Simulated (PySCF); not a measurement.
**Molecular orbitals of ZnH⁺**

PBE at R = 1.514 Å; PySCF, no relativity, basis sets Zn 6-31G(d,p), H 6-31G(d,p). State: ¹Σ⁺ (singlet), closed shell. Only the outer orbitals are listed, counted within each symmetry.

| orbital | occ. | ε (eV) | on Zn (%) | main shells (%) |
| --- | --- | --- | --- | --- |
| 6σ | 2 | -18.69 | 86 | 86 Zn d, 14 H s |
| 3π | 2 | -17.95 | 100 | 100 Zn d |
| 3π | 2 | -17.95 | 100 | 100 Zn d |
| 1δ | 2 | -17.86 | 100 | 100 Zn d |
| 1δ | 2 | -17.86 | 100 | 100 Zn d |
| 7σ | 2 | -15.17 | 68 | 52 Zn s, 32 H s, 11 Zn d |
| 8σ | 0 | -10.79 | 78 | 38 Zn s, 38 Zn p, 22 H s |
| 4π | 0 | -7.35 | 100 | 100 Zn p |
| 4π | 0 | -7.35 | 100 | 100 Zn p |

Question: Which are the highest filled and the lowest empty level, where do they sit, and how wide is the gap?

Answer: Highest filled 7σ at -15.17 eV (in %: 52 Zn s, 32 H s, 11 Zn d); lowest empty 8σ at -10.79 eV (in %: 38 Zn s, 38 Zn p, 22 H s); the gap at PBE is 4.38 eV.

```json
{
  "bond order (Mayer)": "0.99",
  "⟨S²⟩": "0.000",
  "charge on Zn (Mulliken, basis-dependent)": "0.92",
  "charge on Zn (Löwdin, basis-dependent)": "0.92",
  "dipole moment (positive dipole points towards H; it is taken about the centre of mass and depends on that origin)": "-1.48 D",
  "polarisability along the bond": "22.8 bohr³",
  "polarisability across the bond": "14.6 bohr³"
}
```
